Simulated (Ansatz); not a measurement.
Cl2HNbOS (`[OH][Nb](=[S])([Cl])[Cl]`), 6 atoms. The species carries charge 0 and has multiplicity 1. Correlated methods include outer-core shells of Nb, which these sets cover unevenly. Nb takes the def2 core potential. All runs use 4 threads of an Arm Neoverse V2 on a shared host. Correlated methods freeze the cores.

**Question.** How many basis functions does each run have, and how long does it take in Ansatz? RKS PBE0-D4/def2-TZVP frequencies; RKS ωB97M-V/def2-QZVPP energy; RKS PBE0-D4/def2-TZVPP energy; RKS ωB97M-V/def2-TZVPP energy and forces; RKS PBE0-D4/def2-TZVP relaxation (4 steps); RHF-CCSD(T)/def2-TZVPP energy; RKS ωB97M-V/def2-SVP energy; RKS B2PLYP (frozen core)/def2-TZVPP energy; RHF-MP2/def2-QZVPP energy; RKS LC-ωPBE/def2-TZVPP energy; RHF-CCSD(T)/def2-SVP energy; RKS PBE0-D4/def2-QZVPP energy. (Estimate.)

**Answer.** Ansatz gave: Other jobs shared the machine, so times are rough.

```json
{"level": "RKS LC-ωPBE/def2-TZVPP", "job": "energy", "functions": "227", "wall time": "3.1 s", "peak host memory (GiB)": "0.45"}
{"level": "RKS PBE0-D4/def2-TZVPP", "job": "energy", "functions": "227", "wall time": "3.6 s", "peak host memory (GiB)": "0.69"}
{"level": "RKS B2PLYP (frozen core)/def2-TZVPP", "job": "energy", "functions": "227", "wall time": "6.5 s", "peak host memory (GiB)": "0.6"}
{"level": "RHF-CCSD(T)/def2-SVP", "job": "energy", "functions": "104", "wall time": "7 s", "peak host memory (GiB)": "0.46"}
{"level": "RKS ωB97M-V/def2-SVP", "job": "energy", "functions": "104", "wall time": "8 s", "peak host memory (GiB)": "0.44"}
{"level": "RKS PBE0-D4/def2-QZVPP", "job": "energy", "functions": "378", "wall time": "11 s", "peak host memory (GiB)": "1.5"}
{"level": "RKS ωB97M-V/def2-TZVPP", "job": "energy and forces", "functions": "227", "wall time": "15 s", "peak host memory (GiB)": "0.93"}
{"level": "RHF-MP2/def2-QZVPP", "job": "energy", "functions": "378", "wall time": "16 s", "peak host memory (GiB)": "1.7"}
{"level": "RKS PBE0-D4/def2-TZVP", "job": "relaxation (4 steps)", "functions": "188", "wall time": "18 s", "peak host memory (GiB)": "0.59"}
{"level": "RKS ωB97M-V/def2-QZVPP", "job": "energy", "functions": "378", "wall time": "25 s", "peak host memory (GiB)": "1.8"}
{"level": "RKS PBE0-D4/def2-TZVP", "job": "frequencies", "functions": "188", "wall time": "110 s", "peak host memory (GiB)": "0.59"}
{"level": "RHF-CCSD(T)/def2-TZVPP", "job": "energy", "functions": "227", "wall time": "3.1 min", "peak host memory (GiB)": "4"}
```

LC-ωPBE has ω = 0.4 bohr⁻¹.
